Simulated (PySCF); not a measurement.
B(H)(OEt)(NH2), SMILES CCOBN (C₂H₈BNO), singlet, CAM-B3LYP/def2-SVP optimised geometry.

```
13

B      0.29    -0.46     0.00
H     -0.32    -1.51     0.00
O     -0.38     0.72     0.00
C     -1.79     0.81     0.04
C     -2.27     1.29     1.39
H     -2.10     1.51    -0.75
H     -2.23    -0.17    -0.20
H     -1.81     2.26     1.64
H     -3.36     1.42     1.39
H     -2.00     0.58     2.18
N      1.69    -0.46     0.00
H      2.23    -1.31    -0.01
H      2.23     0.39     0.00
```

Density from CAM-B3LYP/def2-TZVP (PySCF) at that geometry.

Minimum of the electron density along straight lines between bonded atoms, close to the bond critical point (lines longer than 1.1 times the sum of covalent radii, or with two minima, are not listed):

| bond | length / Å | ρ at the minimum / e bohr⁻³ | ∇²ρ there / e bohr⁻⁵ | position (fraction from the first atom) |
|---|---|---|---|---|
| B1–H2 | 1.213 | 0.179 | -0.39 | 0.44 |
| B1–O3 | 1.360 | 0.208 | 0.95 | 0.33 |
| O3–C4 | 1.408 | 0.261 | -0.55 | 0.65 |
| C4–C5 | 1.516 | 0.258 | -0.68 | 0.51 |
| C4–H6 | 1.103 | 0.281 | -0.99 | 0.65 |
| C4–H7 | 1.104 | 0.280 | -0.98 | 0.65 |
| C5–H8 | 1.100 | 0.273 | -0.93 | 0.64 |
| C5–H9 | 1.101 | 0.272 | -0.92 | 0.64 |
| C5–H10 | 1.101 | 0.273 | -0.92 | 0.64 |
| B1–N11 | 1.400 | 0.215 | 0.53 | 0.33 |
| N11–H12 | 1.010 | 0.337 | -1.70 | 0.74 |
| N11–H13 | 1.013 | 0.334 | -1.67 | 0.74 |
